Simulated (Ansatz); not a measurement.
Basis-set extrapolation for C3H9AlS, SMILES `CCC[S][AlH2]` (PBE0-D4/def2-TZVP geometry, frozen core, Ansatz 0.2.0). Multiplicity 1, RHF reference.

|  | def2-TZVPP | def2-QZVPP |
| --- | --- | --- |
| HF | -758.387437 | -758.411373 |
| MP2 correlation | -0.786827 | -0.841948 |
| CCSD(T) correlation | -0.885378 | not run |

Energies in hartree. Use E(X) = E(∞) + A·exp(−7.88·√X) for Hartree–Fock and E(X) = E(∞) + B·X^(−2.97) for correlation, with X = 3 and 4, and add CCSD(T) minus MP2 of the smaller set to the MP2 limit.

What is the CCSD(T) energy at the basis-set limit?

HF limit: -758.411373 + (-0.023936) × 0.13774 = -758.41467. MP2 limit: -0.841948 + (-0.055121) × 0.74074 = -0.88278. Higher-order term: -0.885378 − (-0.786827) = -0.09855. Total: -759.39600 hartree, 323.4 kJ/mol below CCSD(T)/def2-TZVPP.
